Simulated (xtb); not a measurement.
Cl₂Zn, singlet, from a rough starting geometry (GFN-xTB shapes and energies of metal compounds can be far from the true ones); GFN2-xTB (xtb).

The xtb input:
```
$ xtb mol.xyz --gfn 2 --opt vtight --json

# file mol.xyz
3

Zn     0.06247861     0.05620195    -0.02533997
Cl     1.53912814     0.35704465    -1.44170161
Cl    -1.51509008    -0.36584800     1.39913416
```

Q: What does xtb print? Leave out banner, timings and long lists.

A: 
```
   ID    Z sym.   atoms
    1   30 Zn     1
    2   17 Cl     2, 3

           -------------------------------------------------
          |                Calculation Setup                |
           -------------------------------------------------

           -------------------------------------------------
          |                 G F N 2 - x T B                 |
           -------------------------------------------------

          ...................................................
          :                      SETUP                      :
          :.................................................:
          :  # basis functions                  24          :
          :  # atomic orbitals                  22          :
          :  # shells                            8          :
          :  # electrons                        16          :
          :  max. iterations                   250          :
          :  Hamiltonian                  GFN2-xTB          :
          :  restarted?                      false          :
          :  GBSA solvation                  false          :
          :  PC potential                    false          :
          :  electronic temp.          300.0000000     K    :
          :  accuracy                    1.0000000          :
          :  -> integral cutoff          0.2500000E+02      :
          :  -> integral neglect         0.1000000E-07      :
          :  -> SCF convergence          0.1000000E-05 Eh   :
          :  -> wf. convergence          0.1000000E-03 e    :
          :  Broyden damping             0.4000000          :
          :  net charge                          0          :
          :  unpaired electrons                  0          :
          ...................................................

 iter      E             dE          RMSdq      gap      omega  full diag
   1     -9.6771907 -0.967719E+01  0.154E+01    5.05       0.0  T
   2     -9.6974551 -0.202644E-01  0.814E+00    4.05       1.0  T
   3     -9.6625705  0.348846E-01  0.318E+00    5.00       1.0  T
   4     -9.7027754 -0.402049E-01  0.112E+00    4.01       1.0  T
   5     -9.7046435 -0.186807E-02  0.525E-01    4.30       1.0  T
   6     -9.7055813 -0.937808E-03  0.251E-01    4.14       1.0  T
   7     -9.7057144 -0.133086E-03  0.165E-01    4.21       1.0  T
   8     -9.7057450 -0.306519E-04  0.116E-01    4.16       1.0  T
   9     -9.7057942 -0.491931E-04  0.127E-02    4.18       4.6  T
[...]
 * total energy  :    -9.7026283 Eh     change       -0.3837865E-04 Eh
 * total energy  :    -9.7026679 Eh     change       -0.3954453E-04 Eh
 * total energy  :    -9.7027080 Eh     change       -0.4014284E-04 Eh
 * total energy  :    -9.7027483 Eh     change       -0.4024754E-04 Eh
 * total energy  :    -9.7031051 Eh     change       -0.3567831E-03 Eh
 * total energy  :    -9.6981516 Eh     change        0.4953447E-02 Eh
 * total energy  :    -9.7032937 Eh     change       -0.5142103E-02 Eh
 * total energy  :    -9.7035365 Eh     change       -0.2428225E-03 Eh
 * total energy  :    -9.7035616 Eh     change       -0.2507259E-04 Eh
 * total energy  :    -9.7035691 Eh     change       -0.7449039E-05 Eh
 * total energy  :    -9.7035695 Eh     change       -0.4247704E-06 Eh
 * total energy  :    -9.7035695 Eh     change       -0.3271327E-07 Eh
   *** GEOMETRY OPTIMIZATION CONVERGED AFTER 18 ITERATIONS ***
         :: total energy              -9.703569512997 Eh    ::
[...]
        17                          0.0046204               0.1257
        18                          0.0046209               0.1257
        19                          0.0054242               0.1476
       ...                                ...                  ...
        22                          0.6541686              17.8008
      -------------------------------------------------------------
                  HL-Gap            0.1156762 Eh            3.1477 eV
             Fermi-level           -0.3917021 Eh          -10.6588 eV

     #   Z          covCN         q      C6AA      α(0)
     1  30 Zn       1.540     0.321   121.283    21.513
     2  17 Cl       0.770    -0.160   104.005    15.600
     3  17 Cl       0.770    -0.160   104.004    15.600

 Mol. C6AA /au·bohr⁶  :        975.681130
 Mol. C8AA /au·bohr⁸  :      51819.102039
 Mol. α(0) /au        :         52.713192

Wiberg/Mayer (AO) data.
largest (>0.10) Wiberg bond orders for each atom

 ---------------------------------------------------------------------------
     #   Z sym  total        # sym  WBO       # sym  WBO       # sym  WBO
 ---------------------------------------------------------------------------
     1  30 Zn   1.919 --     3 Cl   0.960     2 Cl   0.960
     2  17 Cl   1.267 --     1 Zn   0.960     3 Cl   0.307
     3  17 Cl   1.267 --     1 Zn   0.960     2 Cl   0.307
 ---------------------------------------------------------------------------

Topologies differ in total number of bonds
Writing topology from bond orders to xtbtopo.mol

molecular dipole:
                 x           y           z       tot (Debye)
 q only:        0.124       0.434       0.242
   full:        0.146       0.512       0.285       1.535
molecular quadrupole (traceless):
                xx          xy          yy          xz          yz          zz
 q only:       -1.319      -0.672       2.174       3.218       0.889      -0.856
  q+dip:       -1.871      -0.884       3.060       4.435       1.310      -1.189
   full:       -2.190      -1.193       3.597       5.419       1.444      -1.408

optimized geometry written to: xtbopt.xyz

           -------------------------------------------------
          | TOTAL ENERGY               -9.703569512997 Eh   |
          | GRADIENT NORM               0.000012512257 Eh/α |
          | HOMO-LUMO GAP               3.147708771687 eV   |
           -------------------------------------------------

normal termination of xtb
```
